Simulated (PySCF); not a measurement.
## Exercise with solution: entropy of an ideal gas

Si(OH)(SH) (H₂OSSi), SMILES O[Si]S (connectivity only; charge and spin as stated), neutral, multiplicity 1.

Coordinates come from a B3LYP-D3(BJ)/def2-TZVP optimisation. The values are those of a single conformer.

B3LYP-D3(BJ)/def2-TZVP run with PySCF 2.14.0 gives the harmonic wavenumbers 237, 303, 456, 469, 699, 783, 885, 2676, 3804 cm⁻¹ and the rotational temperatures 0.9556, 0.2102, 0.1723 K. The molar mass is 78.16 g/mol, the symmetry number 1, the spin multiplicity 1.

Task: Work out the entropy at 298.15 K and 1 atm in the rigid-rotor, harmonic-oscillator model.

Result: 
Translation (Sackur–Tetrode at 1 atm): S = R[1.5 ln M + 2.5 ln T − 1.16487] = 163.1 J/(mol K).
Rotation: q = (√π/σ) T^1.5/√(θA θB θC) = 49000, S = R[ln q + 3/2] = 102.3 J/(mol K).
Vibration: with u = 1.4388 ν/T, each mode gives R[u/(e^u − 1) − ln(1 − e^−u)]:
```json
[
 {"ν (cm⁻¹)": "237", "modes": "1", "u": "1.14", "S (J/(mol K))": "7.64"},
 {"ν (cm⁻¹)": "303", "modes": "1", "u": "1.46", "S (J/(mol K))": "5.86"},
 {"ν (cm⁻¹)": "456", "modes": "1", "u": "2.20", "S (J/(mol K))": "3.25"},
 {"ν (cm⁻¹)": "469", "modes": "1", "u": "2.26", "S (J/(mol K))": "3.10"},
 {"ν (cm⁻¹)": "699", "modes": "1", "u": "3.37", "S (J/(mol K))": "1.29"},
 {"ν (cm⁻¹)": "783", "modes": "1", "u": "3.78", "S (J/(mol K))": "0.93"},
 {"ν (cm⁻¹)": "885", "modes": "1", "u": "4.27", "S (J/(mol K))": "0.62"}
]
```
The stiffer modes add less than 0.005 each. Sum 22.7 J/(mol K).
Spin: R ln 1 = 0.0 J/(mol K).
Total 288.1 J/(mol K); the program's own thermochemistry gives 288.1. Translation makes up 57 % and vibration 8 %. Anharmonicity, hindered rotation and orbital degeneracy are left out.
